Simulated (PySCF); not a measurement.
A ladder of Hamiltonians for Kr³²⁺ (krypton, charge +32)

Occupied: 1s1/2, 2s1/2. Hartree-Fock calculated with PySCF 2.14 in an even-tempered Gaussian basis (19 s from 4 bohr⁻², ratio 2.3; 14 p from 4.8 bohr⁻², ratio 2.3), Gaussian nucleus throughout. NR is non-relativistic, sf-X2C the spin-free one-electron X2C Hamiltonian, X2C adds the bare one-electron spin-orbit term, X2C-SNSO screens it by Boettger's factors, DC is four-component Dirac-Coulomb, and the Gaunt and Breit terms are added at first order (total energies over the DC spinors, levels after relaxing the spinors in that mean field). QED terms are absent. Levels marked empty are virtual spinors of this ion.

```
   level (eV)        NR    sf-X2C       X2C  X2C-SNSO
        1s1/2  -16651.3  -16930.3  -16930.3  -16930.3
        2s1/2   -3883.8   -3966.1   -3966.1   -3966.1
2p1/2 (empty)   -3684.4   -3714.6   -3760.0   -3757.4
2p3/2 (empty)   -3684.4   -3714.6   -3693.2   -3694.4
3s1/2 (empty)   -1624.5   -1651.4   -1651.4   -1651.4
```

Question: Where do the four-component calculations put these levels?

Answer: 1s1/2: DC -16939.1, DC+Gaunt -16921.0, DC+Breit -16921.2; 2s1/2: DC -3967.0, DC+Gaunt -3965.0, DC+Breit -3965.2; 2p1/2 (empty): DC -3758.1, DC+Gaunt -3754.5, DC+Breit -3755.0; 2p3/2 (empty): DC -3694.6, DC+Gaunt -3692.5, DC+Breit -3693.0; 3s1/2 (empty): DC -1651.7, DC+Gaunt -1651.1, DC+Breit -1651.2 (eV).

```csv
Hamiltonian,E (hartree),E − E(DC) (hartree),CPU seconds
NR,-1564.2356,28.8113,0.31
sf-X2C,-1592.6829,0.3640,0.18
X2C,-1592.6829,0.3640,0.18
X2C-SNSO,-1592.6829,0.3640,0.18
DC,-1593.0468,0.0000,4.5
DC+Gaunt,-1592.2919,0.7549,8
DC+Breit,-1592.3064,0.7404,71
```

Weight of the small component: 1s1/2 0.0172, 2s1/2 0.00397, 2p1/2 0.00388, 2p3/2 0.00381, 3s1/2 0.00163.

Koopmans' value for the highest occupied level at DC+Breit: 3965.2 eV, against an ionisation energy of 3971 ± 4 eV (semi-empirical (NIST evaluation); NIST Atomic Spectra Database, ionization energies); the former lacks relaxation, correlation, QED and recoil.

The whole ladder took 87 s of wall time on 1 thread of Intel(R) Xeon(R) Platinum 8375C CPU @ 2.90GHz (shared host), launched as `OMP_NUM_THREADS=1 python relrun2.py TASK.json OUT` (a driver that calls PySCF for each Hamiltonian).
